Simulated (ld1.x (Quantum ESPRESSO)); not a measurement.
Results of a calculation; reference values are marked as such.
Hardness and transferability of assorted potentials

Generated with ld1.x 7.5 (TM, RRKJ, ultrasoft, PAW), atompaw 4.2 or ONCVPSP 4.0.1. The cutoff is in Ry: for ld1.x and atompaw files where the sum of valence levels is converged to 10 mRy in a Bessel basis, for ONCV files where the hardest occupied wave has 1 mHa per electron of residual kinetic energy. The error is the largest all-electron minus pseudo excitation energy over each file’s own four to seven test configurations (ionisations up to +4, promotions, holes and added fractions of an electron), all of which were solved. The labels leave out finer settings (local radius, basis sizes, second energies), which also bear on the numbers. Spin-polarised tests are not counted. The rows are a selection from randomly drawn settings: files with unsolved tests, undetermined cutoffs or missed reference levels are left out.

A true bound ghost makes a file unfit for plane-wave use even where its test errors are small: the radial tests pick states by their node count and pass the ghost by.

| element | potential | cutoff (Ry) | largest error (meV) | bound ghosts |
| --- | --- | --- | --- | --- |
| O | RRKJ, PBE, scalar-relativistic, rc 0.70/1.55 (sp), local s, core correction no, reference 2s2 2p4 | 80 | +3368 | none |
| Cl | PAW, PW91, non-relativistic, rc 1.55/1.65/1.84 (spd), local smoothed, core correction yes, reference 3s2 3p5 | 25 | -66 | none |
| Pd | TM, PBE, scalar-relativistic, rc 1.20/1.40/1.75 (spd), local s, core correction yes, reference 4s2 4p6 4d9 5s0 5p0 | 110 | +381 | none |
| Sb | TM, PBE, scalar-relativistic, rc 1.40/2.30/2.45 (spd), local smoothed, core correction yes, reference 5s2 5p2.5 | 45 | -557 | s |

(1) Fill in the row for Hf: TM, LDA (PZ), scalar-relativistic, rc 2.75/3.40/3.05 (spd), local d, core correction no, reference 5d2 6s1.5 6p0.5.

(2) Fill in the row for P: ultrasoft, LDA (PZ), non-relativistic, rc 1.60/1.75/1.65 (spd), local smoothed, core correction no, reference 3s2 3p2.

(3) Fill in the row for Ru: TM, LDA (PZ), fully relativistic, rc 2.75/2.65/2.15 (spd), local smoothed, core correction no, reference 4d7 5s1 5p0.

Answers

(1) cutoff 18 Ry, largest error +70 meV, bound ghosts: s.

(2) cutoff 15 Ry, largest error +74 meV, bound ghosts: none.

(3) cutoff 40 Ry, largest error -142 meV, bound ghosts: none.
